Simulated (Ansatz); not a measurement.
Li₁₄, 14 atoms. Hardware: 4 threads of Arm Neoverse V1 on a shared host.

Correlated methods freeze no core orbitals; core or outer-core shells of Li are correlated, in sets that lack core-valence functions.

Q: How many basis functions does each of these Ansatz runs have, and roughly what does it cost? CCSD(T)/def2-SVP, charge 1 doublet at the geometry of the charge 0 singlet, energy, from earlier orbitals; BHLYP/def2-TZVP, charge 0 singlet, energy, from earlier orbitals; PBE0/def2-SVP, charge 1 doublet at the geometry of the charge 0 singlet, energy with a search over starts; r2SCAN/def2-TZVPD, charge -1 doublet at the geometry of the charge 0 singlet, energy, from earlier orbitals; r2SCAN0/def2-TZVP, charge 0 singlet, energy, from earlier orbitals; PBE0/def2-SVP, charge 0 singlet, energy with a search over starts; PBE/def2-TZVP, charge 0 triplet at the geometry of the charge 0 singlet, energy, from earlier orbitals; MP2/def2-TZVP, charge 0 singlet, energy, from earlier orbitals; CCSD(T)/def2-SVP, charge 0 singlet, energy, from earlier orbitals; PBE0/def2-TZVP, charge 0 singlet, energy, from earlier orbitals; PBE/def2-SVP, charge 0 singlet, energy, from earlier orbitals; PBE/def2-TZVP, charge 1 doublet at the geometry of the charge 0 singlet, energy, from earlier orbitals.

A: Other jobs shared the machine, so times can vary by a factor of up to 3. A dash marks memory too small to be measured apart from the calling script's.

```json
{"run": "PBE/def2-SVP, charge 0 singlet, energy, from earlier orbitals", "functions": "126", "fitting or Cholesky vectors": "1904", "wall time": "3.2 s", "peak host memory (GiB)": "–"}
{"run": "MP2/def2-TZVP, charge 0 singlet, energy, from earlier orbitals", "functions": "196", "fitting or Cholesky vectors": "2128", "wall time": "3.7 s", "peak host memory (GiB)": "–"}
{"run": "PBE0/def2-TZVP, charge 0 singlet, energy, from earlier orbitals", "functions": "196", "fitting or Cholesky vectors": "1806", "wall time": "4.6 s", "peak host memory (GiB)": "–"}
{"run": "BHLYP/def2-TZVP, charge 0 singlet, energy, from earlier orbitals", "functions": "196", "fitting or Cholesky vectors": "1806", "wall time": "6 s", "peak host memory (GiB)": "0.58"}
{"run": "PBE0/def2-SVP, charge 0 singlet, energy with a search over starts", "functions": "126", "fitting or Cholesky vectors": "1806", "wall time": "6.5 s", "peak host memory (GiB)": "–"}
{"run": "r2SCAN0/def2-TZVP, charge 0 singlet, energy, from earlier orbitals", "functions": "196", "fitting or Cholesky vectors": "1806", "wall time": "8.5 s", "peak host memory (GiB)": "0.59"}
{"run": "PBE/def2-TZVP, charge 1 doublet at the geometry of the charge 0 singlet, energy, from earlier orbitals", "functions": "196", "fitting or Cholesky vectors": "1806", "wall time": "20 s", "peak host memory (GiB)": "0.64"}
{"run": "PBE/def2-TZVP, charge 0 triplet at the geometry of the charge 0 singlet, energy, from earlier orbitals", "functions": "196", "fitting or Cholesky vectors": "1806", "wall time": "21 s", "peak host memory (GiB)": "0.64"}
{"run": "CCSD(T)/def2-SVP, charge 0 singlet, energy, from earlier orbitals", "functions": "126", "fitting or Cholesky vectors": "1806", "wall time": "44 s", "peak host memory (GiB)": "1.2"}
{"run": "PBE0/def2-SVP, charge 1 doublet at the geometry of the charge 0 singlet, energy with a search over starts", "functions": "126", "fitting or Cholesky vectors": "1806", "wall time": "87 s", "peak host memory (GiB)": "0.64"}
{"run": "r2SCAN/def2-TZVPD, charge -1 doublet at the geometry of the charge 0 singlet, energy, from earlier orbitals", "functions": "238", "fitting or Cholesky vectors": "2310", "wall time": "2.7 min", "peak host memory (GiB)": "1.3"}
{"run": "CCSD(T)/def2-SVP, charge 1 doublet at the geometry of the charge 0 singlet, energy, from earlier orbitals", "functions": "126", "fitting or Cholesky vectors": "1806", "wall time": "3.5 min", "peak host memory (GiB)": "2.9"}
```
